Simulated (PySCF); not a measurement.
Bonds (- single, = double, # triple, : aromatic): C1-C2, C2-C3, C3=O4, C3-C5, C5=C6, C6-Si7, Si7-C8, Si7-C9. C1 carries H10, H11, H12; C2 carries H13, H14; C5 carries H15; C6 carries H16; Si7 carries H17; C8 carries H18, H19, H20; C9 carries H21, H22, H23. Stereochemistry as in CCC(=O)/C=C/[SiH](C)C.

- geometry: GFN2-xTB
- PBE0/pcSseg-1 with gauge-including orbitals
- program: PySCF
- fast rotation and ring inversion assumed for equivalent nuclei, relativity neglected, gas phase, one computed conformer

Referencing at the same level of theory: TMS for ¹³C (186.93 ppm).

**Question.** Do the ¹³C shifts follow the atomic charges (in e)? Tabulate both.

**Answer.** 
```tsv
atoms	hybridisation	δ (ppm)	σ para (ppm)	Hirshfeld	IAO	Mulliken	ESP-fitted
C3	sp2	200.9	-266	+0.16	+0.37	+0.25	+0.71
C6	sp2	154.6	-232	-0.11	-0.37	-0.32	-0.28
C5	sp2	149.4	-225	-0.06	-0.19	-0.22	-0.46
C2	sp3	41.6	-110	-0.07	-0.31	-0.32	-0.02
C1	sp3	9.8	-64	-0.12	-0.42	-0.23	-0.40
C8/C9	sp3	-2.3	-64	-0.21	-0.72	-0.62	-0.73
```

Correlation coefficients of δ with charge over these carbons: Hirshfeld +0.76, IAO +0.80, Mulliken +0.73, ESP-fitted +0.63; with the paramagnetic shielding -1.00. With so few points, grouped by hybridisation, these coefficients are fragile. Charge is one influence among several: hybridisation and low-lying excitations act through the paramagnetic term.

Shifts are as computed. Against solution values, carbons near 30 ppm lie about +3 ppm off and those near 130 ppm about +5 ppm. Of 1211 compounds with measured shifts, 218 miss one by over three times the rms of a fit or turn the order of signals round; such compounds aren't used in these exercises.
